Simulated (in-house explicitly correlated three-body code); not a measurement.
Computed with an exponentially correlated three-body code. Model: two electrons around a point charge, non-relativistic, variational in 260 exponentially correlated functions (energies converged to about 1e-7 hartree, or 1e-8 relative for large Z).

Command:
```bash
python run_hyl.py task.json out
```
Settings (lengths in bohr, energies in hartree):
```
Z                      5
nuclear_mass           7
interaction_strength   1
functions              260
states_tried           13
```

Time taken, with all properties: 21 s on 1 thread of Intel(R) Xeon(R) 6975P-C (Granite Rapids) (shared host).

**Those bound S and P states to n = 4 that converged, binding against the one-electron ion.**

Given: nuclear charge 5; mass of the centre 7 electron masses.

Computed: one-electron threshold -10.9375 hartree.

| term | energy (hartree) | binding (eV) |
| --- | --- | --- |
| 1 1S | -19.2726437 | 226.81 |
| 2 3P | -12.9297848 | 54.213 |
| 2 3S | -12.8964327 | 53.305 |
| 2 1S | -12.7797946 | 50.131 |
| 2 1P | -12.5744394 | 44.543 |
| 3 3P | -11.7788791 | 22.895 |
| 3 3S | ? | ? |
| 3 1S | ? | ? |
| 4 3S | -11.4024708 | 12.652 |
| 4 1S | -11.389727 | 12.306 |

(1) What belongs in the row 3 3S?

(2) What belongs in the row 3 1S?

**Converged states only, values per electron or pair.**

```
term  mean r (bohr)  mean r squared (bohr²)  mean inverse r (1/bohr)  mean r12 (bohr)  mean inverse r12 (1/bohr)  mean cosine  mean p1 dot p2 (bohr⁻²)  delta r1 (bohr⁻³)  delta r12 (bohr⁻³)
1 1S        0.37039                 0.18487                    4.107          0.53653                     2.5244     0.021578                 -0.36211             23.359              2.3445
2 3P              ?                       ?                        ?                ?                          ?            ?                        ?                  ?                   -
2 3S        0.94352                  1.4659                   2.6534           1.5887                    0.74133     0.015918                -0.089957             14.476                   -
2 1S              ?                       ?                        ?                ?                          ?            ?                        ?                  ?                   ?
2 1P         0.9478                  1.5114                   2.5957           1.5762                    0.80773     0.044409                  0.44135              13.48            0.049193
3 3P         1.8228                  6.3504                   2.3957           3.3261                    0.39895   -0.0060611                 -0.40097             13.295                   -
3 3S         1.9606                  7.3461                   2.3911           3.5967                    0.35577    0.0078636                -0.095211             13.652                   -
3 1S         2.0268                  7.8997                   2.3873           3.7268                    0.38038    0.0041298                 -0.16327             13.629             0.11039
4 3S         3.4001                  23.528                   2.3011           6.4672                    0.20634    0.0048461                -0.066254             13.461                   -
4 1S         3.4887                  24.841                   2.2996           6.6436                    0.21617     0.003334                -0.092868             13.454            0.046137
```

(3) What belongs in the row 2 3P?

(4) What belongs in the row 2 1S?

## Answers

(1) energy (hartree): -11.777591; binding (eV): 22.86.

(2) energy (hartree): -11.7462327; binding (eV): 22.007.

(3) mean r (bohr): 0.79251; mean r squared (bohr²): 1.0117; mean inverse r (1/bohr): 2.6792; mean r12 (bohr): 1.3142; mean inverse r12 (1/bohr): 0.9327; mean cosine: -0.053897; mean p1 dot p2 (bohr⁻²): -1.5556; delta r1 (bohr⁻³): 13.065.

(4) mean r (bohr): 0.98697; mean r squared (bohr²): 1.6304; mean inverse r (1/bohr): 2.6396; mean r12 (bohr): 1.6669; mean inverse r12 (1/bohr): 0.83603; mean cosine: 0.0013673; mean p1 dot p2 (bohr⁻²): -0.37134; delta r1 (bohr⁻³): 14.367; delta r12 (bohr⁻³): 0.37746.
